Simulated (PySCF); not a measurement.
SMILES [SiH2](N)/C=[CH]/[Al]([CH3])[CH3] at its GFN2-xTB optimised geometry (Å):

```
19

Si     0.0844     0.5550     0.0000
N     -0.3636    -0.1232    -1.5233
C     -0.5376    -0.3866     1.5198
C     -1.2819    -1.5044     1.5061
Al    -1.8171    -2.3138     3.2370
C     -1.2288    -1.4271     4.9251
C     -2.9197    -3.9761     3.2844
H      1.5504     0.5550     0.0000
H     -0.4913     1.9032     0.0000
H      0.0388    -1.0059    -1.7949
H     -1.3329    -0.0979    -1.7962
H     -0.2662     0.0163     2.4947
H     -1.5504    -1.9032     0.5234
H     -1.5941    -0.3989     5.0220
H     -1.5969    -1.9725     5.8016
H     -0.1395    -1.3725     5.0271
H     -3.8837    -3.8259     3.7834
H     -3.1432    -4.3573     2.2815
H     -2.4259    -4.7907     3.8262
```

Computed with PBE0/def2-SVP (PySCF 2.14.0).

Map of the log10 of the electron density (e/bohr³), floored at −4 on the plane z = 0.6 Å:

```
|0000000000000000000000000000000|
|0000000000000000000000000000000|
|0000000000011111100000000000000|
|0000000001122332211000000000000|
|0000000012234443322100000000000|
|0000000012345555433211000000000|
|0000000123456665543322100000000|
|0000000124566776654332211000000|
|0000000234567777655443322100000|
|0000001234567777765554433210000|
|0000001234567777766665543210000|
|0000001234567777777776654321000|
|0000001234567788877777654321000|
|0000012344567888877777665321000|
|0000012345677888877777654321000|
|0000123445678888877766654321000|
|0000123455678888776665543210000|
|0001234456677887766554432210000|
|0001234566777777665443322100000|
|0002345677777766554332211000000|
|0012345678887665543322100000000|
|0012346789987655443211000000000|
|0012346789987654432110000000000|
|0002345789887654322100000000000|
|0001245677776543221000000000000|
|0001234566665433210000000000000|
|0000123445544322100000000000000|
|0000112333333211000000000000000|
|0000011122221100000000000000000|
|0000011111110000000000000000000|
|0001100000000000000000000000000|
```
Scale: ten equal steps from -4.00 (start of '0') to -0.467 (end of '9'), in the order '0123456789'; x runs from -4.00 to 4.00, y from -4.00 (bottom) to 4.00 (top).
